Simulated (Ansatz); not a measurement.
Reactions of `[SiH3]OB(Cl)O[SiH3]`.

Calculated with Ansatz (gas phase, PBE0-D4/def2-TZVP geometries, no zero-point term in ΔE). CCSD(T)/CBS adds triple-zeta CCSD(T) − MP2 to the extrapolated MP2 energy (def2 sets, frozen cores). This one scheme is used for every species. Functionals use def2-TZVPP. def2 core potentials past Kr. For Cd outer-core shells are correlated without core-valence functions, which leaves a few kJ/mol of doubt a bond. Each species was taken in one conformer, which may not be the lowest.

```tsv
reaction	ωB97X-V (kJ/mol)	CCSD(T)/CBS(def2) (kJ/mol)
`[SiH3]OB(Cl)O[SiH3]` + `[OH][Cd][F]` → `[F][Cd][O][SiH3]` + `OB(Cl)O[SiH3]`	-17	-14
`[SiH3]OB(Cl)O[SiH3]` + PH₃ → `[SiH3]P` + `OB(Cl)O[SiH3]`	68	70
`[SiH3]OB(Cl)O[SiH3]` + H₂O → `OB(O[SiH3])O[SiH3]` + HCl	-42	-39
`[SiH3]OB(Cl)O[SiH3]` + NH₃ → `NB(Cl)O[SiH3]` + silanol	27	30
`[SiH3]OB(Cl)O[SiH3]` + `[AlH2][SiH2][SiH3]` → `[AlH2][SiH]([SiH3])[SiH3]` + `OB(Cl)O[SiH3]`	71	71
`[SiH3]OB(Cl)O[SiH3]` + H₂S → `[SiH3]OB(S)O[SiH3]` + HCl	35	34
`[SiH3]OB(Cl)O[SiH3]` + silanol → `[SiH3]OB(O[SiH3])O[SiH3]` + HCl	-45	-47
`[SiH3]OB(Cl)O[SiH3]` + H₂S → `[SiH3]OB(S)Cl` + silanol	73	72
`[SiH3]OB(Cl)O[SiH3]` + HCl → `[SiH3]OB(Cl)Cl` + silanol	53	54
`[SiH3]OB(Cl)O[SiH3]` + H₂O → `OB(Cl)O[SiH3]` + silanol	2	8
```

Largest T1 diagnostic: 0.017, for `[OH][Cd][F]`.
